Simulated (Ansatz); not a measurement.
`CC1B[SiH2]O1` → `B1CO[SiH2]1` + `[CH2]` (triplet) at 700 K and 1 bar (formal loss of a carbene).

Gas-phase electronic energies from Ansatz, PBE0-D4/def2-TZVP geometries. CCSD(T)/CBS adds triple-zeta CCSD(T) − MP2 to the extrapolated MP2 energy (def2 sets, frozen cores). This one scheme is used for every species. Triplets are unrestricted, without spin–orbit coupling.

| species | CCSD(T)/CBS energy (Eh) | H − E (kJ/mol) | S (J/(mol·K)) |
| --- | --- | --- | --- |
| `CC1B[SiH2]O1` | -469.33497 | 310.8 | 451.6 |
| `B1CO[SiH2]1` | -430.06961 | 218.9 | 390.2 |
| `[CH2]` (triplet) | -39.09499 | 70.4 | 226.8 |

H − E and S are ideal-gas, rigid-rotor, harmonic terms from PBE0-D4/def2-TZVP, for one conformer and one mirror image of each species, with the whole ground term of open shells counted as degenerate. 1 Eh = 2625.50 kJ/mol, R = 8.31446 J/(mol·K).

Task: By hand: ΔE, ΔH, ΔS and ΔG.

Result: ΔE = (-430.06961) + (-39.09499) − (-469.33497) = 0.17037 Eh = 447.3 kJ/mol. Δ(H − E) = 218.9 + 70.4 − 310.8 = -21.5, so ΔH = 425.8 kJ/mol. ΔS = 390.2 + 226.8 − 451.6 = 165.4 J/(mol·K). ΔG = 425.8 − 700 × (165.4)/1000 = 310.0 kJ/mol.

Task: By hand: the equilibrium constant, and the temperature at which ΔG would vanish if ΔH and ΔS stayed fixed.

Result: log₁₀ K = −ΔG/(RT ln 10) = -23.1. ΔG = 0 at ΔH/ΔS = 2574 K, far beyond where these terms or the molecules hold.

The number of gas molecules changes by +1, which sets the sign of ΔS. A doubt of 5 kJ/mol in ΔE shifts log₁₀ K by 0.4 here. Other conformers and mirror images would add mixing entropy, several J/(mol·K) or more a flexible species. A triplet takes part, so the spin changes. These are equilibria of isolated gas molecules and say nothing of rates. Largest T1 diagnostic: 0.013 (customary marks: 0.02 for closed shells, 0.045 for open ones).
